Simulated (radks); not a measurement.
The numbers below are computed, except where a source is named.
Isoelectronic series with 10 electrons, each ion in its NIST ground configuration. Code: a radial shooting solver on a logarithmic mesh with Libxc functionals. Model: Dirac Kohn-Sham, PBE, spin-unpolarised, spherical densities, finite nucleus; Fermi nuclear charge, rms radius of each element as measured or else 0.836 A^(1/3) + 0.57 fm. Total energies (hartree) and orbital eigenvalues (eV):

| ion | configuration | E (hartree) | 2p3/2 | 2p1/2 | 2s1/2 | 1s1/2 |
|---|---|---|---|---|---|---|
| Ne | [Ne] | -129.01345 | -13.2983 | -13.4016 | -36.4036 | -830.7719 |
| Al3+ | [Ne] | -240.72130 | -103.9795 | -104.4267 | -142.6348 | -1546.665 |
| S6+ | [Ne] | -388.89446 | -257.7103 | -259.0063 | -312.8333 | -2512.609 |
| K9+ | [Ne] | -573.66437 | -473.2470 | -476.2456 | -545.9055 | -3728.509 |
| Ti12+ | [Ne] | -795.26103 | -750.3362 | -756.3368 | -842.0248 | -5195.835 |
| Mn15+ | [Ne] | -1053.97828 | -1088.933 | -1099.781 | -1201.710 | -6916.710 |
| Ni18+ | [Ne] | -1350.16822 | -1489.078 | -1507.271 | -1625.682 | -8893.771 |
| Ga21+ | [Ne] | -1684.24055 | -1950.858 | -1979.659 | -2114.826 | -11130.12 |
| Se24+ | [Ne] | -2056.66697 | -2474.396 | -2517.953 | -2670.191 | -13629.38 |
| Rb27+ | [Ne] | -2467.98313 | -3059.845 | -3123.320 | -3292.983 | -16395.64 |
| Tc33+ | [Ne] | -3409.76842 | -4417.211 | -4540.789 | -4746.534 | -22748.31 |
| Pd36+ | [Ne] | -3941.66942 | -5189.558 | -5356.106 | -5580.602 | -26345.75 |
| In39+ | [Ne] | -4515.33833 | -6024.675 | -6244.959 | -6488.752 | -30232.41 |
| Te42+ | [Ne] | -5131.70707 | -6922.836 | -7209.491 | -7473.174 | -34415.47 |

Estimate the row of Zr30+ ([Ne]).

Answer. E (hartree) -2918.79204; 2p3/2 -3707.382; 2p1/2 -3797.095; 2s1/2 -3984.579; 1s1/2 -19433.55.
